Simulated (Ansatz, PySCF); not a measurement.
CH3BrMgS, SMILES [Br][Mg][S]C.

Geometry: PBE0-D3(BJ)/def2-SVP. The structure was generated by enumeration; whether it is a known compound was not checked. Other conformers were not sampled.

Vertical ionisation energy (IE) and electron affinity (EA) in eV. Rows of orbital energies are one-electron estimates. Where ΔSCF, EOM or ADC give a negative EA the extra electron is unbound and the value depends on the basis.

```tsv
level	IE	EA
−ε(HOMO), −ε(LUMO), CAM-B3LYP/def2-TZVP (PySCF)	8.10	0.83
−ε(HOMO), −ε(LUMO), PBE/def2-TZVP (PySCF)	5.63	2.29
ΔSCF, PBE0/def2-SVPD (Ansatz), final states of multiplicity 2 and 2	8.96	0.37
ΔSCF, PBE/def2-SVPD (Ansatz), final states of multiplicity 2 and 2	8.71	0.44
```

**Question.** What vertical singlet–triplet gap does ΔSCF give with PBE0/def2-SVPD (Ansatz, an electronic-structure program) and with PBE/def2-SVPD (Ansatz)? (The exact figures need the calculation; the answer reports its results.)

**Answer.** 3.95 and 3.69 eV (triplet above singlet where positive).
